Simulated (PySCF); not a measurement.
## Peak assignment

Cartesian coordinates in Å; atom numbers follow the order of the lines, from 1:
```xyz
22

C    -1.5881    2.6092    2.0898
C    -0.9460    1.9450    1.3232
C    -0.2513    1.1359    0.4094
N     1.0729    1.1329    0.2547
N     1.2953    0.2552   -0.6890
C     2.6173   -0.0793   -1.1328
C     3.2229   -1.1784   -0.2641
N     0.2206   -0.3287   -1.1721
C    -0.7941    0.2013   -0.5053
C    -2.2157   -0.1769   -0.7102
C    -2.7240   -1.0352    0.4493
H    -2.1311    3.1991    2.7657
H     2.5369   -0.4108   -2.1700
H     3.2244    0.8267   -1.0752
H     2.6098   -2.0752   -0.3110
H     3.2814   -0.8465    0.7697
H     4.2235   -1.4178   -0.6134
H    -2.2976   -0.7288   -1.6477
H    -2.8198    0.7318   -0.7779
H    -3.7687   -1.2936    0.2952
H    -2.6331   -0.4927    1.3882
H    -2.1461   -1.9540    0.5211
```

- geometry from GFN2-xTB
- shielding tensors at PBE0/pcSseg-1 (GIAO)
- run in PySCF 2.14
- a single conformation, equivalent nuclei averaged, non-relativistic Hamiltonian, isolated molecule

Shifts are taken against calculated references (same method and geometry level): $^{13}$C (σ = 186.93 ppm) and $^{1}$H (σ = 31.72 ppm) against TMS.

Question: Assign these signals to the numbered atoms. $^{13}$C{$^{1}$H} NMR (computed): δ 161.5, 133.2, 92.8, 79.4, 51.5, 23.5, 19.4, 17.2.

Answer: 
| δ (ppm) | atoms | environment | reason |
| --- | --- | --- | --- |
| 161.5 | C9 | substituted aromatic carbon next to a ring nitrogen | – |
| 133.2 | C3 | substituted aromatic carbon next to a ring nitrogen | – |
| 92.8 | C1 | terminal alkyne carbon | the triple bond shields along its axis, which puts it between sp3 and sp2 carbons |
| 79.4 | C2 | alkyne carbon | the triple bond shields along its axis, which puts it between sp3 and sp2 carbons |
| 51.5 | C6 | sp3 CH2 bonded to N | deshielded by the electronegative neighbour |
| 23.5 | C10 | sp3 CH2 on an aromatic ring | a saturated carbon with 2 carbon neighbours and no heteroatom attached |
| 19.4 | C7 | methyl carbon | saturated and bonded to C and H only |
| 17.2 | C11 | methyl carbon | – |

Question: Assign these signals to the numbered atoms. $^{1}$H NMR (300 MHz, computed): δ 4.41 (q, 2H), 3.02 (s, 1H), 2.94 (q, 2H), 1.46 (t, 3H), 1.34 (t, 3H).

Answer: 
```tsv
δ (ppm)	atoms	environment	reason
4.41	H13/H14	hydrogen on an sp3 CH2 bonded to N	its carbon carries N, which withdraws density
3.02	H12	hydrogen on a terminal alkyne carbon	it lies on the axis of the triple bond, in its shielding cone
2.94	H18/H19	hydrogen on an sp3 CH2 on an aromatic ring	benzylic-type position, deshielded by the ring
1.46	H15/H16/H17	hydrogen on a methyl carbon	–
1.34	H20/H21/H22	hydrogen on a methyl carbon	–
```

H12 and H18/H19; H15/H16/H17 and H20/H21/H22 lie closer than the usual error of such a calculation, so a measured spectrum could show them in the other order.

Shifts are as computed. Against solution values, carbons near 30 ppm lie about +3 ppm off and those near 130 ppm about +5 ppm. Of 1211 compounds with measured shifts, 218 miss one by over three times the rms of a fit or turn the order of signals round; such compounds aren't used in these exercises. Multiplicities follow the n + 1 count of equivalent neighbours, as no J values were calculated; m marks all less simple cases, F and P coupling included.
